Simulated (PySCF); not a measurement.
A calculated (PBE, PySCF 2.14, def2-QZVPPD, the non-relativistic Hamiltonian (point nucleus)) atom or ion has these occupied shells.

```json
{"shell": "1s α", "electrons": "1", "orbital energy (eV)": "-1507.7", "rms radius, mean of both spins (bohr)": "0.140"}
{"shell": "1s β", "electrons": "1", "orbital energy (eV)": "-1507.7", "rms radius, mean of both spins (bohr)": "0.140"}
{"shell": "2s α", "electrons": "1", "orbital energy (eV)": "-107.62", "rms radius, mean of both spins (bohr)": "0.688"}
{"shell": "2s β", "electrons": "1", "orbital energy (eV)": "-107.56", "rms radius, mean of both spins (bohr)": "0.688"}
{"shell": "2p α", "electrons": "3", "orbital energy (eV)": "-69.590", "rms radius, mean of both spins (bohr)": "0.681"}
{"shell": "2p β", "electrons": "3", "orbital energy (eV)": "-69.522", "rms radius, mean of both spins (bohr)": "0.681"}
{"shell": "3s α", "electrons": "1", "orbital energy (eV)": "-7.877", "rms radius, mean of both spins (bohr)": "2.75"}
{"shell": "3s β", "electrons": "1", "orbital energy (eV)": "-7.281", "rms radius, mean of both spins (bohr)": "2.75"}
{"shell": "3p α", "electrons": "1", "orbital energy (eV)": "-3.088", "rms radius, mean of both spins (bohr)": "3.70"}
```

Problem. Name the element and its charge.

Solution. Al (aluminium, neutral), in [Ne] 3s2 3p1, 2P determinant.
